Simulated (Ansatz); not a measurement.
The lowest singlet and triplet of Cl2Ge (SMILES [Cl][Ge][Cl]); geometries from B3LYP-D3(BJ)/def2-TZVP, each state relaxed from the structure named, with no frequency check.
Singlet (charge 0, multiplicity 1):
```xyz
3

Cl    -1.694    -0.685     0.000
Ge    -0.001     0.727     0.000
Cl     1.695    -0.683     0.000
```
Triplet (charge 0, multiplicity 3):
```json
[
 {"atom": "Cl", "x (Å)": "-1.8779", "y (Å)": "-0.5407", "z (Å)": "0.0000"},
 {"atom": "Ge", "x (Å)": "-0.0004", "y (Å)": "0.5732", "z (Å)": "0.0000"},
 {"atom": "Cl", "x (Å)": "1.8786", "y (Å)": "-0.5382", "z (Å)": "0.0000"}
]
```

A positive gap puts the triplet lower; no zero-point energy. R- takes a restricted singlet. U- takes an unrestricted singlet (broken symmetry where lower, unprojected). The triplet is unrestricted in single-reference levels. Active spaces average the two states.

Cores are frozen in the correlated methods. Filled d and f shells under p-block atoms count as core.

Programs: Ansatz (an electronic-structure program). Each number belongs to the level named beside it.

```json
[
 {"level": "R-HF/def2-SVP", "gap E(singlet) − E(triplet), adiabatic (kJ/mol)": "-189.2"},
 {"level": "U-PBE0/def2-TZVPP", "gap E(singlet) − E(triplet), adiabatic (kJ/mol)": "-245.9"},
 {"level": "R-MP2/def2-SVP", "gap E(singlet) − E(triplet), adiabatic (kJ/mol)": "-236.1"},
 {"level": "U-MP2/def2-TZVPP", "gap E(singlet) − E(triplet), adiabatic (kJ/mol)": "-246.0"},
 {"level": "U-CCSD/def2-TZVPP", "gap E(singlet) − E(triplet), adiabatic (kJ/mol)": "-244.7"},
 {"level": "R-CCSD(T)/def2-QZVPP", "gap E(singlet) − E(triplet), adiabatic (kJ/mol)": "-251.6"},
 {"level": "R-CCSDT(Q)/def2-SVP", "gap E(singlet) − E(triplet), adiabatic (kJ/mol)": "-242.0"},
 {"level": "SA-CASSCF(2,2)/def2-SVP", "gap E(singlet) − E(triplet), adiabatic (kJ/mol)": "___"},
 {"level": "FIC-MRCISD+Q on SA-CASSCF(2,2)/def2-QZVPP", "gap E(singlet) − E(triplet), adiabatic (kJ/mol)": "-252.5"}
]
```

Question: Fill in the missing entries.

Answer: 
- SA-CASSCF(2,2)/def2-SVP, gap E(singlet) − E(triplet), adiabatic (kJ/mol): -227.2
